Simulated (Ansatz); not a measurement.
Hg2O3⁻, relaxed as a doublet with UKS PBE0-D4/def2-SVPD in Ansatz, starting from the GFN1-xTB geometry. Force threshold 0.02 eV/Å.

In the def2 sets Hg takes a core potential; there is no spin–orbit coupling. The structure holds 1 bond(s) between oxygen atoms. The relaxation made no stability test and no search for a lower SCF solution. Another isomer (doublet) lies 0.33 eV lower at PBE0-D4/def2-TZVPD; other spin states weren't run for this one.

Start:

```xyz
5

Hg   -0.269    1.833    0.071
Hg   -0.328   -0.668    0.886
O     0.763   -0.548   -1.502
O     0.812    0.700   -1.955
O    -0.978   -1.316    2.501
```

```
        step  energy (eV)  largest force component (eV/Å)  SCF passes
           1  -14479.5478                           1.787          31
           2  -14480.0650                           1.987          41
           3  -14480.3006                           1.767          41
           4  -14480.3873                           1.531          38
           5  -14480.4321                           1.137          37
6 (rejected)  -14480.4060                           0.624          33
           7  -14480.4528                           0.411          35
           8  -14480.4545                           0.232          34
           9  -14480.4567                           0.034          35
          10  -14480.4567                           0.001          24
```

Force components are those of the run's own axes.

End:

Cartesian coordinates in Å:
```
Hg -0.431 2.468 0.245
Hg -0.151 -0.955 0.594
O 0.718 -0.771 -1.347
O 0.777 0.441 -1.807
O -0.913 -1.182 2.315
```

Bonds lost: Hg1–Hg2 (atoms count from 1). Bonds formed: Hg2–O3 (atoms count from 1).

No frequencies were taken in this run, so the end may be a saddle point.

It took 37 s on 4 threads of Arm Neoverse V1 on a shared host.
